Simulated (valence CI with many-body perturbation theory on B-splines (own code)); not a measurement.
**Hg⁴⁰⁺: what the settings do**

Calculated by valence CI with perturbative core correlation (CI+MBPT): four valence electrons over a frozen Dirac-Fock core [Kr], radial functions for each j: 6 s, 6 p, 5 d, 5 f, 1 g, with the one-electron correlation potential Σ1, the two-electron term Σ2, the three-electron term Σ3, Breit, model QED; selected CI, second order for the rest, scaled by the run's own slope (own B-spline code, finite nucleus).

No measured spectrum was set against this ion. As an estimate, large intervals hold to a few tenths of a per cent, small ones and those within an open d or f shell to about a per cent. Only levels of the ground parity were solved; by the run's estimate the other parity begins above the list, which can be wrong where configurations are misplaced.

The reference run has the lowest level (4d3/2^4) J=0 and an ionisation energy of 1929.91 eV. Its largest variational space holds 8864 state functions.

Levels are named by their leading jj configuration (3d3/2^4 stands for four electrons in 3d with j = 3/2), which in mixed levels can hold well under half, so a name can repeat and another be missing. Letters in brackets count levels of one name in rising energy.

Changed runs:
A. Breit term on → off; three-electron term on → off
B. factor on the speed of light 1 → 10; QED terms on → off
C. Breit term on → off; QED terms on → off
D. logarithmic knot step 0.27 → 1.1 (bad on purpose)

Excitation energies of the reference run in cm⁻¹, and shifts in cm⁻¹:

```tsv
Level	Reference	A	C	D
(4d3/2^3 4d5/2) J=1	190316	+3634	+3778	+896
(4d3/2^3 4d5/2) J=4	235428	+6030	+5166	+875
(4d3/2^3 4d5/2) J=2	241469	+5004	+4530	+928
(4d3/2^3 4d5/2) J=3	253308	+5525	+4600	+905
(4d3/2^2 4d5/2^2) J=0 [a]	412434	+8401	+7260	+1730
(4d3/2^2 4d5/2^2) J=2 [a]	415074	+8028	+7451	+1712
(4d3/2^2 4d5/2^2) J=4 [a]	424558	+9430	+8700	+1767
(4d3/2^2 4d5/2^2) J=3 [a]	428783	+9151	+8107	+1750
(4d3/2^2 4d5/2^2) J=5	445713	+10606	+9335	+1744
(4d3/2^2 4d5/2^2) J=6	458581	+11511	+10271	+1750
(4d3/2^2 4d5/2^2) J=1	458832	+9121	+7848	+1740
(4d3/2^2 4d5/2^2) J=3 [b]	471778	+10108	+8407	+1704
Ionisation energy (eV)	1929.91	+1.41	+1.30	+1.94
```

Run B ends with another lowest level, (4d3/2^2 4d5/2^2) J=0, and an ionisation energy of 1915.08 eV.
